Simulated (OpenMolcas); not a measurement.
**C II: effect of the active space**

```json
{"Program": "OpenMolcas 26.06", "Method": "CASSCF or its RAS form", "Basis": "ANO-RCC-VTZP", "Scalar Hamiltonian": "DKH2, point nucleus", "Spin-orbit coupling": "state interaction with AMFI integrals over the reference wave functions, term energies averaged over their components"}
```

A. 3 electrons in 4 orbitals (2s 2p); 2S+1 = 4 odd, 1 root; 2S+1 = 2 odd, 11 roots; 2S+1 = 4 even, 3 roots; 2S+1 = 2 even, 9 roots; cost roughly 12 core-seconds
B. 3 electrons in 8 orbitals (2s 2p 3s 3p); 2S+1 = 4 odd, 1 root; 2S+1 = 2 odd, 11 roots; 2S+1 = 4 even, 3 roots; 2S+1 = 2 even, 9 roots; cost of the order of 18 core-seconds
C. 3 electrons in 9 orbitals (RAS2 2s 2p; RAS3 3d, at most 2 electrons); 2S+1 = 4 odd, 1 root; 2S+1 = 2 odd, 11 roots; 2S+1 = 4 even, 3 roots; 2S+1 = 2 even, 9 roots; cost about 21 core-seconds

Energies in eV above 2s2 2p 2P* 1/2, the measured ground level; measured values from NIST Handbook of Basic Atomic Spectroscopic Data.

```csv
Level,A,B,C,Measured
2s2 2p 2P* 1/2,0.0000,0.0000,0.0000,0.0000
2s2 2p 2P* 3/2,0.0071,0.0073,0.0069,0.0079
2s 2p2 4P 1/2,4.6397,4.6970,5.0719,5.3317
2s 2p2 4P 3/2,4.6423,4.6996,5.0745,5.3345
2s 2p2 4P 5/2,4.6465,4.7039,5.0787,5.3380
2s 2p2 2D 3/2,10.0297,9.9003,9.5251,9.2905
2s 2p2 2D 5/2,10.0297,9.9009,9.5252,9.2901
2s 2p2 2S 1/2,12.7372,12.2301,12.8548,11.9637
2s 2p2 2P 1/2,15.0409,14.7788,14.1592,13.7156
2s 2p2 2P 3/2,15.0458,14.7843,14.1641,13.7208
2p3 4S* 3/2,17.2947,17.2514,17.5736,17.6091
```

Deviations, from unrounded energies. A percentage is the sum of absolute deviations over the sum of measured energies, with the sign that they share, or ± where signs differ.

```json
{"Against measurement": "mean absolute deviation (cm-1)", "Levels": "10", "A": "5900", "B": "4700", "C": "2500"}
{"Against measurement": "fine structure of the ground term (%)", "Levels": "1", "A": "-10.2", "B": "-7.5", "C": "-11.7"}
{"Against measurement": "other configurations (%)", "Levels": "9", "A": "±8.0", "B": "±6.4", "C": "±3.3"}
```

C lies closest to measurement on these levels and A furthest from it. The largest miss of C in the table is 2s 2p2 2S 1/2, by +7200 cm-1. The ranking rests on the paired levels alone, and a cruder setting can come out closer through cancelling errors.

Among A to C the level of the table that moves most is 2s 2p2 2P 3/2, by 7100 cm-1 (lowest in C, highest in A).

Without dynamic correlation excited terms often stand tens of per cent too high (terms of higher spin than the ground term too low), and those without a measured partner can miss by more than the paired ones. The run also gave levels led by 2s2 3p, which use shells meant for correlation; these and all levels above them are left out (holds for B). Active for correlation alone: 3d; no level in the range computed is led by a configuration that fills it, so any true level of that kind is missing (holds for C). Measured partners are found by configuration, term and J. A level has none where our copy of the source lacks it or the pairing is in doubt (some pairs that miss far off the trend of their configuration count as doubtful), and it then counts in no deviation. Only configurations of the active space appear. The table leaves out levels that lie high or whose names do not pair safely across all columns.

* marks odd parity.
